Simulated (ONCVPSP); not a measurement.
## u(r) = r·R(r): atom against pseudo-atom (As)

Columns: radius, all-electron u(r) and pseudo u(r) of the 3d shell (level -40.65 eV) of arsenic in the configuration [Ne] 3s2 3p6 3d10 4s2 4p3; PBE, scalar-relativistic, ONCV scheme, ONCVPSP 4.0.1.

| r (bohr) | all-electron | pseudo |
| --- | --- | --- |
| 0.053 | 0.0452 | 0.0125 |
| 0.105 | 0.2105 | 0.0882 |
| 0.158 | 0.4471 | 0.2606 |
| 0.210 | 0.6811 | 0.5063 |
| 0.262 | 0.8797 | 0.7765 |
| 0.315 | 1.0313 | 1.0162 |
| 0.368 | 1.1315 | 1.1787 |
| 0.420 | 1.1855 | 1.2549 |
| 0.473 | 1.2033 | 1.2638 |
| 0.525 | 1.1929 | 1.2316 |
| 0.578 | 1.1621 | 1.1805 |
| 0.630 | 1.1182 | 1.1244 |
| 0.683 | 1.0645 | 1.0656 |
| 0.735 | 1.0067 | 1.0065 |
| 0.788 | 0.9452 | 0.9450 |
| 0.840 | 0.8844 | 0.8841 |
| 0.893 | 0.8232 | 0.8230 |
| 0.945 | 0.7649 | 0.7647 |
| 0.998 | 0.7079 | 0.7077 |
| 1.050 | 0.6548 | 0.6546 |
| 1.102 | 0.6046 | 0.6044 |
| 1.155 | 0.5565 | 0.5564 |
| 1.208 | 0.5117 | 0.5116 |
| 1.260 | 0.4708 | 0.4707 |
| 1.313 | 0.4321 | 0.4320 |
| 1.365 | 0.3969 | 0.3968 |

Task: How many radial nodes do the two functions have?

Result: The all-electron 3d function has n − l − 1 = 0; the pseudo-wave has 0.

Task: At about which radius was the pseudo-wave matched?

Result: 0.80 bohr. The columns agree to 0.0005 from 0.73 bohr on; several derivatives are matched, so the curves merge somewhat inside the radius.

Task: Where does each function peak?

Result: Outermost all-electron maximum near 0.47 bohr, pseudo maximum near 0.47 bohr (to the table’s step).

Task: Is the pseudo-wave norm-conserving?

Result: Yes: the ONCV scheme keeps the norm inside the radius equal to the all-electron one, which fixes the energy derivative of the logarithmic derivative at the level.
